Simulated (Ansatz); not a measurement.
Consider the ligand exchange at the Si–O bond: `COB(C)O[SiH3]` + `C=N[SiH2]N` → `C=N[SiH2]N[SiH3]` + `COB(C)O`.

Computed with Ansatz on PBE0-D4/def2-TZVP structures; ΔE is electronic, products minus reactants. CBS: MP2 limit from def2 TZ/QZ plus the TZ coupled-cluster correction, frozen cores. Functionals use def2-TZVPP. One conformer a species, not always the lowest.

`COB(C)O[SiH3]`:

Z-matrix (Å, degrees):
```
C
O 1 1.412
H 1 1.092 2 108.5
H 1 1.093 2 109.2 3 118.2
H 1 1.091 2 111.9 3 -120.9
B 2 1.355 1 123.0 3 129.6
O 6 1.374 2 119.1 1 -0.3
C 6 1.571 2 118.8 1 179.8
Si 7 1.644 6 132.7 2 -179.9
H 8 1.095 6 111.0 2 121.0
H 8 1.090 6 112.2 2 -0.1
H 8 1.095 6 111.0 2 -121.2
H 9 1.486 7 110.7 6 -60.2
H 9 1.482 7 107.2 6 -179.7
H 9 1.486 7 110.7 6 60.7
```

`C=N[SiH2]N`:

Cartesian coordinates in Å:
```
C 1.414 -1.030 -0.969
N 0.210 -0.939 -0.618
Si -0.534 0.570 -0.136
N -1.229 0.536 1.423
H 1.839 -1.997 -1.266
H 2.113 -0.177 -1.006
H 0.491 1.656 -0.146
H -1.613 0.817 -1.122
H -2.051 -0.017 1.601
H -0.641 0.582 2.240
```

`C=N[SiH2]N[SiH3]`:

Cartesian coordinates in Å:
```
C 0.995 1.217 2.094
N 0.790 0.042 1.698
Si 1.045 -0.473 0.050
N -0.387 -1.120 -0.640
Si -1.627 -0.266 -1.486
H 1.352 2.035 1.445
H 0.820 1.492 3.141
H 1.480 0.679 -0.792
H 2.083 -1.531 0.107
H -0.592 -2.079 -0.397
H -2.908 -0.229 -0.727
H -1.138 1.122 -1.684
H -1.912 -0.888 -2.807
```

`COB(C)O`:

Cartesian coordinates in Å:
```
C 0.524 1.136 -1.149
O 0.455 -0.265 -1.025
B -0.044 -0.868 0.097
C -0.604 -0.085 1.336
O -0.046 -2.232 0.105
H 1.276 1.558 -0.475
H -0.440 1.609 -0.937
H 0.808 1.368 -2.176
H -1.480 0.512 1.061
H -0.899 -0.763 2.138
H 0.132 0.619 1.734
H 0.318 -2.588 -0.711
```

```csv
level,ΔE (kcal/mol)
r2SCAN-D4,7.9
ωB97X-V,7.9
B2PLYP,8.5
HF/def2-TZVPP,10.0
SCS-MP2/def2-TZVPP,8.1
CCSD(T)/def2-TZVPP,7.7
HF/def2-QZVPP,10.2
SCS-MP2/def2-QZVPP,8.3
```

(1) What does CCSD(T)/CBS give? (An estimate is asked.)

Largest T1 diagnostic among the species: 0.012.

Answers

(1) Computed: +7.9 kcal/mol. The listed levels differ from it by 0.0, 0.0, 0.6, 2.1, 0.2, -0.2, 2.3, 0.4 kcal/mol.

In def2-TZVPP, CCSD(T) changes the Hartree–Fock value by −2.3 kcal/mol (the triples alone add −0.3 kcal/mol) and MP2 by −2.3 kcal/mol.
